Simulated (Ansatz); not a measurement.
`B[C@@H](F)[Si@@H](N)F` + `C=N` → `BN=C` + `N[SiH](F)CF`  (ligand exchange at a B–C bond)

Calculated with Ansatz (gas phase, PBE0-D4/def2-TZVP geometries, no zero-point term in ΔE). CBS: MP2 limit from def2 TZ/QZ plus the TZ coupled-cluster correction, frozen cores. This one scheme is used for every species. DFT in def2-TZVPP. Each species was taken in one conformer, which may not be the lowest.

```csv
species,revPBE energy (Eh)
`B[C@@H](F)[Si@@H](N)F`,-610.54509
`C=N`,-94.64315
`BN=C`,-120.11576
`N[SiH](F)CF`,-585.11522
```

Question: Work out ΔE.

Answer: ΔE = (-120.11576) + (-585.11522) − (-610.54509) − (-94.64315) = -0.04274 Eh = -26.8 kcal/mol. CCSD(T)/CBS gives -23.2 kcal/mol.

Largest T1 diagnostic among the species: 0.016.

From r2SCAN to r2SCAN0 (25 % exact exchange), in def2-TZVPP and without D4, ΔE moves by +0.9 kcal/mol. At CCSD(T), def2-SVP lies −2.6 kcal/mol from the extrapolated value and def2-TZVPP +0.1 kcal/mol. The D4 term adds +1.0 kcal/mol with B3LYP and +0.6 kcal/mol with PBE0; it sums over pairs of atoms, weighted by their polarisabilities, and B3LYP, whose exchange is more repulsive, gets the larger term.

B3LYP here is the variant with VWN-RPA as its local correlation; programs differ in this.
